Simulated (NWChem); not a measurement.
System: CHClF2; SMILES ClC(F)F

Here is an NWChem input.

```
start job
memory heap 200 mb stack 900 mb global 1100 mb
geometry units angstroms noautosym nocenter noautoz
  F     -0.145291     1.038489     1.090958
  C      0.371571     0.454133     0.000000
  F     -0.145291     1.038489    -1.090958
  Cl    -0.056434    -1.290291     0.000000
  H      1.458580     0.543970     0.000000
end
basis spherical
  * library 6-31g*
end
dft
  xc xpbe96 cpbe96
  iterations 150
end
cosmo
  dielec 78.4
end
task dft energy
```

NWChem printed, in part:

```
             Northwest Computational Chemistry Package (NWChem) 7.3.0
             --------------------------------------------------------

                             Geometry "geometry" -> ""
                             -------------------------

 Output coordinates in angstroms (scale by  1.889725989 to convert to a.u.)

  No.       Tag          Charge          X              Y              Z
 ---- ---------------- ---------- -------------- -------------- --------------
    1 F                    9.0000    -0.14529100     1.03848900     1.09095800
    2 C                    6.0000     0.37157100     0.45413300     0.00000000
    3 F                    9.0000    -0.14529100     1.03848900    -1.09095800
    4 Cl                  17.0000    -0.05643400    -1.29029100     0.00000000
    5 H                    1.0000     1.45858000     0.54397000     0.00000000

 Effective nuclear repulsion energy (a.u.)     166.6873830342

  pbe96 is a nonlocal functional; adding pw91lda local functional.

                                 NWChem DFT Module
                                 -----------------

 Summary of "ao basis" -> "ao basis" (spherical)
 ------------------------------------------------------------------------------
       Tag                 Description            Shells   Functions and Types
 ---------------- ------------------------------  ------  ---------------------
 F                           6-31g*                  6       14   3s2p1d
 C                           6-31g*                  6       14   3s2p1d
 Cl                          6-31g*                  8       18   4s3p1d
 H                           6-31g*                  2        2   2s

 in cosmo_initialize ...

 solvent parameters
 solvname_short: unkn
 solvname_long:  unknown
 dielec:       78.4000

          ---------------
          -cosmo- solvent
          ---------------
 Cosmo: York-Karplus, doi: 10.1021/jp992097l
 dielectric constant -eps-     =  78.40
 screen = (eps-1)/(eps    )    =   0.98724
 surface charge correction     = lagrangian

   van der Waals surface
 --------------------------

[...]

                                   COSMO solvation results
                                   -----------------------

                 gas phase energy =      -698.131385672650
                 sol phase energy =      -698.134949992955
 (electrostatic) solvation energy =         0.003564320305 (    2.24 kcal/mol)

                       DFT Final Molecular Orbital Analysis
                       ------------------------------------

 Vector   19  Occ=2.000000D+00  E=-3.155934D-01
              MO Center=  1.3D-01,  2.9D-01, -2.4D-09, r^2= 2.6D+00
   Bfn.  Coefficient  Atom+Function         Bfn.  Coefficient  Atom+Function
  ----- ------------  ---------------      ----- ------------  ---------------
    50      0.421595  4 Cl py                 3      0.303594  1 F  px
    31      0.303594  3 F  px                 7      0.213200  1 F  px
    35      0.213200  3 F  px                 4      0.210716  1 F  py
    32      0.210716  3 F  py                17     -0.198885  2 C  px
    62     -0.197310  5 H  s                 61     -0.184270  5 H  s

 Vector   20  Occ=2.000000D+00  E=-2.883433D-01
              MO Center= -5.8D-02, -1.0D+00, -1.9D-08, r^2= 1.8D+00
   Bfn.  Coefficient  Atom+Function         Bfn.  Coefficient  Atom+Function
  ----- ------------  ---------------      ----- ------------  ---------------
    51      0.701615  4 Cl pz                55      0.366714  4 Cl pz
    47     -0.274189  4 Cl pz                 4      0.176297  1 F  py
    32     -0.176297  3 F  py                 8      0.124263  1 F  py
    36     -0.124263  3 F  py                 5     -0.042052  1 F  pz
    33     -0.042052  3 F  pz                23      0.040559  2 C  pz

 Vector   21  Occ=2.000000D+00  E=-2.881101D-01
              MO Center=  9.5D-03, -1.1D+00,  1.8D-08, r^2= 1.6D+00
   Bfn.  Coefficient  Atom+Function         Bfn.  Coefficient  Atom+Function
  ----- ------------  ---------------      ----- ------------  ---------------
    49      0.695170  4 Cl px                53      0.378186  4 Cl px
    45     -0.272342  4 Cl px                62     -0.134072  5 H  s
    61     -0.116346  5 H  s                 50     -0.113903  4 Cl py
    17     -0.106828  2 C  px                 3      0.067998  1 F  px
    20     -0.067792  2 C  s                 31      0.067998  3 F  px

 Vector   22  Occ=0.000000D+00  E=-2.055900D-02
              MO Center=  1.2D-01, -6.0D-01, -3.3D-10, r^2= 2.3D+00
   Bfn.  Coefficient  Atom+Function         Bfn.  Coefficient  Atom+Function
  ----- ------------  ---------------      ----- ------------  ---------------
    20      1.054952  2 C  s                 54     -0.818618  4 Cl py
    52     -0.632414  4 Cl s                 22     -0.621677  2 C  py
    18     -0.501085  2 C  py                50     -0.438100  4 Cl py
    62     -0.259367  5 H  s                 16      0.217777  2 C  s
    53     -0.195416  4 Cl px                48     -0.175148  4 Cl s

 Vector   23  Occ=0.000000D+00  E= 8.742982D-02
              MO Center=  3.7D-01,  3.3D-01, -5.5D-10, r^2= 1.9D+00
   Bfn.  Coefficient  Atom+Function         Bfn.  Coefficient  Atom+Function
  ----- ------------  ---------------      ----- ------------  ---------------
    23      1.070741  2 C  pz                19      0.584261  2 C  pz
     6     -0.555346  1 F  s                 34      0.555346  3 F  s
    55     -0.257638  4 Cl pz                 8      0.228921  1 F  py
    36     -0.228921  3 F  py                 7     -0.214674  1 F  px
    35      0.214674  3 F  px                 4      0.181950  1 F  py

[...]
```

Level: PBE/6-31G* (spherical d), COSMO on the gas-phase geometry. Structure relaxed at the B3LYP/6-31G* (spherical d) level. COSMO prints the solvation energy as gas minus solution, so a positive value is a stabilisation.
